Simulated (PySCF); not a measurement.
Compound: H11N3Si4.
SMILES with atom numbers: `[SiH3:1][N:2]([SiH3:3])[SiH:4]1[NH:5][SiH2:6][NH:7]1` (hydrogens: H8, H9, H10 on Si1; H11, H12, H13 on Si3; H14 on Si4; H15 on N5; H16, H17 on Si6; H18 on N7)

The same species was optimised twice, with GFN2-xTB and with PBE0-D3(BJ)/def2-SVP (PySCF), and the same property calculations (PySCF, gas phase) were run on both structures.

```csv
coordinate,GFN2-xTB,PBE0-D3(BJ)/def2-SVP,change
Si1–N2 (Å),1.742,1.763,+0.021
Si6–N7 (Å),1.732,1.752,+0.020
N2–Si3 (Å),1.735,1.751,+0.016
Si4–N5 (Å),1.735,1.746,+0.011
N2–Si4 (Å),1.733,1.740,+0.007
N5–Si6 (Å),1.738,1.745,+0.007
Si4–N7 (Å),1.738,1.745,+0.007
Si3–N2–Si4 (°),115.8,124.7,+8.9
Si1–N2–Si3 (°),124.2,119.8,-4.4
Si1–N2–Si4 (°),118.3,115.5,-2.8
N5–Si4–N7 (°),83.6,86.4,+2.8
Si4–N7–Si6 (°),96.3,93.6,-2.7
N2–Si4–N7 (°),114.1,111.4,-2.7
N5–Si6–N7 (°),83.8,86.2,+2.4
Si4–N5–Si6 (°),96.2,93.8,-2.4
Si1–N2–Si4–N5 (°),-94,-70,+24
```

Rotational constants: A = 2116, B = 846.9, C = 685.2 MHz (GFN2-xTB) against A = 2340, B = 791.2, C = 672.9 MHz (PBE0-D3(BJ)/def2-SVP). Point groups within 0.08 Å: C1 and C1.

On the GFN2-xTB structure: lowest singlet, TDDFT (eV) 5.80 [CAM-B3LYP/def2-SVPD]; lowest triplet, Tamm–Dancoff (eV) 5.54 [CAM-B3LYP/def2-SVPD]; isotropic polarisability (au) 116.6 [CAM-B3LYP/def2-SVPD]; HOMO (eV) -8.51 [CAM-B3LYP/def2-SVPD]; LUMO (eV) 0.60 [CAM-B3LYP/def2-SVPD]; dipole (D) 0.41 [CAM-B3LYP/def2-SVPD]; HOMO (eV) -7.06 [PBE0/pcSseg-1]; LUMO (eV) -0.16 [PBE0/pcSseg-1]; dipole (D) 0.50 [PBE0/pcSseg-1]; GIAO shielding of Si1/Si3 (mean) (ppm) 403.6 [PBE0/pcSseg-1]; GIAO shielding of N2 (ppm) 237.7 [PBE0/pcSseg-1]; GIAO shielding of Si4 (ppm) 374.8 [PBE0/pcSseg-1]; GIAO shielding of N5/N7 (mean) (ppm) 233.4 [PBE0/pcSseg-1]; GIAO shielding of Si6 (ppm) 373.2 [PBE0/pcSseg-1].

Task: What do these properties become on the PBE0-D3(BJ)/def2-SVP structure?

Result: 
| property | level | on GFN2-xTB | on PBE0-D3(BJ)/def2-SVP | change |
| --- | --- | --- | --- | --- |
| lowest singlet, TDDFT (eV) | CAM-B3LYP/def2-SVPD | 5.80 | 6.13 | +0.33 |
| lowest triplet, Tamm–Dancoff (eV) | CAM-B3LYP/def2-SVPD | 5.54 | 5.85 | +0.31 |
| isotropic polarisability (au) | CAM-B3LYP/def2-SVPD | 116.6 | 120.6 | +4.0 |
| HOMO (eV) | CAM-B3LYP/def2-SVPD | -8.51 | -8.65 | -0.14 |
| LUMO (eV) | CAM-B3LYP/def2-SVPD | 0.60 | 0.71 | +0.11 |
| dipole (D) | CAM-B3LYP/def2-SVPD | 0.41 | 0.47 | +0.06 |
| energy, GFN2-xTB geometry as zero (kcal/mol) | CAM-B3LYP/def2-SVPD | 0.0 | -6.1 | -6.1 |
| HOMO (eV) | PBE0/pcSseg-1 | -7.06 | -7.24 | -0.18 |
| LUMO (eV) | PBE0/pcSseg-1 | -0.16 | 0.03 | +0.19 |
| dipole (D) | PBE0/pcSseg-1 | 0.50 | 0.51 | +0.01 |
| energy, GFN2-xTB geometry as zero (kcal/mol) | PBE0/pcSseg-1 | 0.0 | -6.1 | -6.1 |
| GIAO shielding of Si1/Si3 (mean) (ppm) | PBE0/pcSseg-1 | 403.6 | 405.6 | +2.0 |
| GIAO shielding of N2 (ppm) | PBE0/pcSseg-1 | 237.7 | 234.8 | -2.9 |
| GIAO shielding of Si4 (ppm) | PBE0/pcSseg-1 | 374.8 | 375.2 | +0.4 |
| GIAO shielding of N5/N7 (mean) (ppm) | PBE0/pcSseg-1 | 233.4 | 231.8 | -1.6 |
| GIAO shielding of Si6 (ppm) | PBE0/pcSseg-1 | 373.2 | 376.6 | +3.4 |

The heavy atoms differ by 0.353 Å rms after alignment. Among the bonds compared Si1–N2 and Si6–N7 change most and about equally (+0.020 to +0.021 Å). Changes are differences of the printed values. Neither structure is proved a minimum here.

Conformer computed: `[SiH3:1][N:2]([SiH3:3])[SiH:4]1[NH:5][SiH2:6][NH:7]1`: Si1–N2–Si4–N5 -70°.
